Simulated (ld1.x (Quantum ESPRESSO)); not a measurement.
## PBE TM dataset for Sm, scalar-relativistic all-electron reference.

| Item | Value |
| --- | --- |
| Element | samarium (Sm) |
| Generator | ld1.x (Quantum ESPRESSO) 7.5 |
| Type | norm-conserving Troullier–Martins (Kleinman–Bylander form) |
| Functional | PBE |
| Relativity | scalar-relativistic |
| Frozen core | [Xe] |
| Valence charge | 8 |
| Reference configuration | 4f6 5d0.5 6s1.5 6p0 |
| Partial waves | 6s (bound): rc 2.95 bohr; 6p (bound, empty): rc 4.20 bohr; 5d (bound): rc 2.70 bohr; 4f (bound): rc 0.95 bohr |
| Local potential | all-electron potential smoothed inside 1.95 bohr (lloc = -2) |
| Core correction | none |

Poles of the logarithmic derivatives, all-electron (AE) and pseudo (PS). Narrow ghost or core levels that the grid stepped over were put in at their known energies. s: poles at 0.3, 3.0 (AE) and -1.6, 0.3, 2.5 (PS) Ry. p: poles at 0.8, 3.8 (AE) and -0.3, 0.9, 3.4 (PS) Ry. d: poles at 0.1, 2.0 (AE) and 0.1, 1.9 (PS) Ry. f: poles at -0.1, 1.5, 3.8 (AE) and -0.1, 1.5, 4.1 (PS) Ry. Test radius 4.56 bohr.

- Cutoffs needed: over 300 Ry and over 300 Ry (the cutoffs (Ry, on a coarse ladder) from which the occupation-weighted sum of valence levels, in a spherical-Bessel basis at the reference potential, stays within 10 and 1 mRy of its value at 400 Ry)
- Ghost test: ghost states, extra bound levels that the all-electron valence spectrum of the same l lacks: s at -22.1 eV, p at -3.4 eV; a true bound ghost makes a file unfit for plane-wave use (spherical-Bessel basis up to 400 Ry, 20 bohr box)
- Configuration tests: 5 of 7 tests not solved or not reliable; not counted: 4f5 5d0 6s2 6p0 (solver errors, printed error -396 eV); 4f6 5d0 6s0 6p2 (solver errors, printed error -7.2 eV)
